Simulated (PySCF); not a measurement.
Compound: methyl p-tolyl sulfide, C₈H₁₀S.
Numbering: `[CH3:1][S:2][c:3]1[cH:4][cH:5][c:6]([CH3:7])[cH:8][cH:9]1`

Geometry (GFN2-xTB, Å), atoms numbered from 1 in this order:
```
atom  x, y, z in Å
C1     3.5909    0.5172    0.2511
S2     2.6761   -0.3427   -1.0605
C3     0.9849   -0.2242   -0.5539
C4     0.0443   -0.8008   -1.4044
C5    -1.2966   -0.7549   -1.0895
C6    -1.7383   -0.1335    0.0756
C7    -3.1981   -0.1011    0.4129
C8    -0.7916    0.4369    0.9128
C9     0.5594    0.3958    0.6102
H10    4.6357    0.4659   -0.0396
H11    3.4466    0.0086    1.2000
H12    3.2738    1.5546    0.3058
H13    0.3807   -1.2812   -2.3110
H14   -2.0158   -1.2074   -1.7571
H15   -3.3957    0.5977    1.2221
H16   -3.7865    0.1913   -0.4550
H17   -3.5329   -1.0910    0.7244
H18   -1.1082    0.9265    1.8232
H19    1.2616    0.8516    1.2902
```

Definitions: NICS(0) = −σiso at the ring centroid; NICS(1) = −σiso and NICS(1)zz = −σzz at ±1 Å along the ring normal z. Level: GIAO PBE0/pcSseg-1 (PySCF, non-relativistic, gas phase) on the GFN2-xTB geometry, one conformer.

Ring bond lengths (Å), with Mayer bond orders in brackets: C3–C4 1.393 (1.36), C4–C5 1.378 (1.48), C5–C6 1.392 (1.38), C6–C8 1.387 (1.42), C8–C9 1.385 (1.45), C9–C3 1.386 (1.34).

Question: Give the NICS values of each ring in ppm.

Answer: 
```tsv
ring	type	NICS(0)	NICS(1), two faces	NICS(1)zz, two faces	rms pucker (Å)	centre to ring atoms, mean (Å)
C3–C4–C5–C6–C8–C9	6-membered carbocycle; formal bonds all aromatic	-8.0	-10.7 / -10.6	-25.9 / -25.7	0.00	1.39
```

Question: What can be read from them?

Answer: 
- C3–C4–C5–C6–C8–C9: mean NICS(1)zz -25.8 ppm, shielded. For a flat ring without four-coordinate atoms the NICS criterion counts such a value as aromatic.

Question: What does the geometric index give? HOMA = 1 − mean of α(R − Ropt)² over the ring bonds, with Krygowski's 1993 parameters (CC: Ropt 1.388 Å, α 257.7 Å⁻²).

Answer: 
- C3–C4–C5–C6–C8–C9: HOMA 0.99 = 1 − EN − GEO, with mean bond length 1.387 Å, EN = α(Ropt − mean)² = 0.000 and GEO = α × variance = 0.006. The geometric and the magnetic index point the same way.

Question: Give the inner angles of the rings and the Hirshfeld charges of the ring atoms.

Answer: 
- C3–C4–C5–C6–C8–C9: C3 119.4° (-0.022 e), C4 120.2° (-0.062 e), C5 121.0° (-0.051 e), C6 118.2° (+0.003 e), C8 121.5° (-0.054 e), C9 119.7° (-0.067 e); sum 720.0° against 720° for a flat convex ring.

Question: How shielded are the nuclei of the rings and their hydrogens (means over atoms taken as equivalent)?

Answer: 
```tsv
atoms	environment	σ isotropic (ppm)
C3	substituted aromatic carbon	42.2
C4 (×2)	aromatic CH carbon	59.1
C5 (×2)	aromatic CH carbon	52.2
C6	substituted aromatic carbon	49.2
H13 (×2)	aromatic hydrogen	24.58
H14 (×2)	aromatic hydrogen	24.32
```

The run took 55 s on x86-64 server, one thread, on a shared host. This is the whole shielding run at PBE0/pcSseg-1, SCF included.
